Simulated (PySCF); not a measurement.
ZrH₄ (singlet state).
SMILES: `[H][Zr]([H])([H])[H]`

The calculation used PBE0-D3(BJ)/def2-SVP geometry optimisation, gas phase, def2 core potentials past Kr (PySCF).

Masses are those of the commonest isotopes; rigid-rotor values at the optimised geometry. 

(1) What are A, B and C (MHz)?

(2) What kind of rotor is it?

## Answers

(1) Ia = 9.13, Ib = 9.14, Ic = 9.14 u·Å²; 505379 MHz·u·Å²/I gives A = 55330, B = 55314, C = 55281 MHz.

(2) A spherical top, as the point group Td requires three equal moments; the computed ones differ by 0.09 % because the geometry is symmetric only within the optimiser's tolerance.

The point group Td allows no dipole (computed: 0.00 D), so a rigid rotor has no electric-dipole lines.

Q: Estimate the classical rotational partition function at 100 K, 200 K and 298.15 K.

A: Point group Td, symmetry number σ = 12; q = (√π/σ)·√((kT/h)³/(ABC)), k/h = 20836.6 MHz/K: 34.2 at 100 K, 96.6 at 200 K, 176 at 298.15 K.

Whether it is a minimum is left open (no frequencies). Constants of a rigid frame at the computed geometry: no zero-point averaging, no centrifugal distortion.

The run took 5.3 s of wall time on one thread, Arm Neoverse V2 (aarch64), no GPU, shared host with 192 logical CPUs at a one-minute load of 285, and the process peaked at 0.24 GiB of memory. That covers the optimisation of the geometry.
